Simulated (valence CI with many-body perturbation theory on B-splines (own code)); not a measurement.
**Er37+ in three bases**

Computed by configuration interaction combined with many-body perturbation theory (CI+MBPT): three valence electrons over a frozen Dirac-Fock core [Ar] 3d10, a basis of 9 s, 9 p, 8 d, 6 f, 3 g, 1 h functions for each j, with the one-electron correlation potential Σ1, the two-electron term Σ2, the three-electron term Σ3, Breit, model QED; selected CI, second order for the rest, scaled by the run's own slope (own B-spline code, finite nucleus).

No measured spectrum was set against this ion. As an estimate, large intervals hold to a few tenths of a per cent, small ones and those within an open d or f shell to about a per cent.

The reference run has the lowest level (4s^2 4p1/2) J=1/2 and an ionisation energy of 1679.64 eV. Its largest variational space holds 8704 state functions.

Levels are named by their leading jj configuration (3d3/2^4 stands for four electrons in 3d with j = 3/2), which in mixed levels can hold well under half, so a name can repeat and another be missing. Letters in brackets count levels of one name in rising energy.

Changed runs:
A. basis 6 s, 6 p, 5 d, 3 f, 1 g
B. basis 5 s, 5 p, 4 d, 2 f

Excitation energies of the reference run in cm⁻¹, and shifts in cm⁻¹:

| Level | Reference | A | B |
| --- | --- | --- | --- |
| (4s^2 4p3/2) J=3/2 | 502819 | -28 | -54 |
| (4s 4p1/2^2) J=1/2 | 659586 | -29 | -61 |
| (4s 4p1/2 4p3/2) J=3/2 [a] | 1073870 | -172 | -621 |
| (4s 4p1/2 4p3/2) J=5/2 | 1131860 | -60 | -144 |
| (4s 4p1/2 4p3/2) J=3/2 [b] | 1216140 | +39 | +289 |
| (4s 4p1/2 4p3/2) J=1/2 | 1238640 | +60 | +383 |
| (4s 4p3/2^2) J=5/2 | 1590770 | -145 | -470 |
| (4s^2 4d3/2) J=3/2 | 1619450 | +129 | +794 |
| (4s 4p3/2^2) J=1/2 | 1741850 | +105 | +652 |
| (4s^2 4d5/2) J=5/2 | 1757260 | +211 | +1219 |
| (4s 4p3/2^2) J=3/2 | 1774740 | +138 | +823 |
| (4p1/2^2 4p3/2) J=3/2 | 1884090 | -24 | +7.9 |
| Ionisation energy (eV) | 1679.64 | -0.022 | -0.08 |
